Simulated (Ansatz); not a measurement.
Cost and result for the atomization energy of AlBrF₂ (`[F][Al]([F])[Br]`) (4 atoms, 3 bonds).

Total charge 0; spin multiplicity 1. Correlated methods include outer-core shells of Br, which these sets cover unevenly. Scalar relativity is left out up to krypton. The geometry is a stationary point of PBE0-D4/def2-TZVP. Program: Ansatz. All runs use 2 threads of a server CPU on a shared host. Times are those of one run each, without the atoms' runs, and a repeat can differ threefold. Electronic energies, without spin–orbit coupling; frozen cores. CCSD(T)/CBS adds CCSD(T) − MP2 in def2-TZVPP to the MP2 limit, and its time is that of the two runs behind it. T1 = 0.010. With those shells the extrapolation isn't a true limit. B3LYP takes the VWN-RPA correlation (the form of Gaussian; ORCA's B3LYP/G).

CCSD(T)/CBS is a level of theory with its own doubt, some kJ/mol a heavy atom from the limit and from the frozen cores, so smaller differences don't rank the functionals.

```
                             level  functions  wall time
              revPBE-D4/def2-TZVPP        152      1.2 s
                BLYP-D4/def2-TZVPP        152      1.3 s
   PBE-D4/def2-TZVPP (with forces)        152      1.6 s
                  CCSD(T)/def2-SVP         78      1.7 s
                PBE0-D4/def2-TZVPP        152      1.9 s
           CAM-B3LYP-D4/def2-TZVPP        152      2.3 s
 B3LYP-D4/def2-TZVPP (with forces)        152      2.4 s
r2SCAN-D4/def2-TZVPP (with forces)        152      2.7 s
             r2SCANh-D4/def2-TZVPP        152      3.1 s
  ωB97M-V/def2-TZVPP (with forces)        152      6.5 s
                    MP2/def2-QZVPP        273      8.5 s
                CCSD(T)/def2-TZVPP        152       12 s
                 CCSD(T)/CBS(def2)          –       21 s
```

(1) What atomization energy does each give, and how far from CCSD(T)/CBS? (Estimate.)

## Answers

(1) Ansatz gave: 
```json
{"level": "revPBE-D4/def2-TZVPP", "atomization (kcal/mol)": "361.9", "difference from CCSD(T)/CBS": "-16.3", "per bond": "-5.5"}
{"level": "BLYP-D4/def2-TZVPP", "atomization (kcal/mol)": "367.1", "difference from CCSD(T)/CBS": "-11.1", "per bond": "-3.7"}
{"level": "PBE-D4/def2-TZVPP (with forces)", "atomization (kcal/mol)": "374.4", "difference from CCSD(T)/CBS": "-3.8", "per bond": "-1.3"}
{"level": "CCSD(T)/def2-SVP", "atomization (kcal/mol)": "347.4", "difference from CCSD(T)/CBS": "-30.8", "per bond": "-10.3"}
{"level": "PBE0-D4/def2-TZVPP", "atomization (kcal/mol)": "364.4", "difference from CCSD(T)/CBS": "-13.8", "per bond": "-4.6"}
{"level": "CAM-B3LYP-D4/def2-TZVPP", "atomization (kcal/mol)": "369.7", "difference from CCSD(T)/CBS": "-8.5", "per bond": "-2.9"}
{"level": "B3LYP-D4/def2-TZVPP (with forces)", "atomization (kcal/mol)": "364.6", "difference from CCSD(T)/CBS": "-13.6", "per bond": "-4.6"}
{"level": "r2SCAN-D4/def2-TZVPP (with forces)", "atomization (kcal/mol)": "375.1", "difference from CCSD(T)/CBS": "-3.1", "per bond": "-1.0"}
{"level": "r2SCANh-D4/def2-TZVPP", "atomization (kcal/mol)": "370.5", "difference from CCSD(T)/CBS": "-7.7", "per bond": "-2.6"}
{"level": "ωB97M-V/def2-TZVPP (with forces)", "atomization (kcal/mol)": "369.9", "difference from CCSD(T)/CBS": "-8.3", "per bond": "-2.8"}
{"level": "MP2/def2-QZVPP", "atomization (kcal/mol)": "395.4", "difference from CCSD(T)/CBS": "17.2", "per bond": "5.7"}
{"level": "CCSD(T)/def2-TZVPP", "atomization (kcal/mol)": "364.1", "difference from CCSD(T)/CBS": "-14.1", "per bond": "-4.7"}
{"level": "CCSD(T)/CBS(def2)", "atomization (kcal/mol)": "378.2", "difference from CCSD(T)/CBS": "0.0", "per bond": "0.0"}
```

Leaving LDA and LC-ωPBE aside and taking each functional with its dispersion term where it has one, the values, not all of them listed here, spread over 23.4 kcal/mol, from BHLYP-D4 to r2SCAN-D4. LDA lies +48.7 kcal/mol from PBE without D4, its usual overbinding. At CCSD(T), def2-SVP lies −30.8 kcal/mol from the extrapolated value and def2-TZVPP −14.2 kcal/mol: correlation converges slowly with the basis, and small sets miss more of it in the bonded molecule than in its fragments. The D4 term adds +3.2 kcal/mol with B3LYP and +1.7 kcal/mol with PBE0; it sums over pairs of atoms, weighted by their polarisabilities, and B3LYP, whose exchange is more repulsive, gets the larger term.
